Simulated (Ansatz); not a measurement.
The cluster Cu3O2. Charge 0, multiplicity 2. Geometry B3LYP-D4/def2-SVP; atoms count from 1.

```tsv
atom	x (Å)	y (Å)	z (Å)
Cu1	1.167	-1.198	0.307
Cu2	0.211	-0.026	-1.688
Cu3	-0.749	0.663	0.748
O4	-0.583	1.363	-0.913
O5	-0.046	-0.802	1.545
```

Another isomer (doublet) lies 0.25 eV lower at PBE0-D4/def2-TZVP; other spin states weren't run for this one.

(1) Estimate the Mulliken populations from the PBE0/def2-TZVP orbitals of Ansatz.

(2) Where does the spin sit?

(3) And the Mayer bond orders between heavy atoms (over 0.3)?

## Answers

(1) 
```tsv
atom	charge (e)	spin (α − β)	d electrons
Cu1	0.40	-0.07	9.78
Cu2	0.40	-0.07	9.78
Cu3	0.55	0.33	9.59
O4	-0.67	0.40	–
O5	-0.67	0.40	–
```
Mulliken values depend strongly on the basis.

(2) Summed by element: Cu 0.20, O 0.80, of 1 unpaired in all. Largest on single atoms: O5 0.40, O4 0.40, Cu3 0.33.

(3) Cu1–Cu2 0.34 (2.50 Å); Cu1–O5 0.90 (1.78 Å); Cu2–O4 0.90 (1.78 Å); Cu3–O4 0.87 (1.81 Å); Cu3–O5 0.87 (1.81 Å).
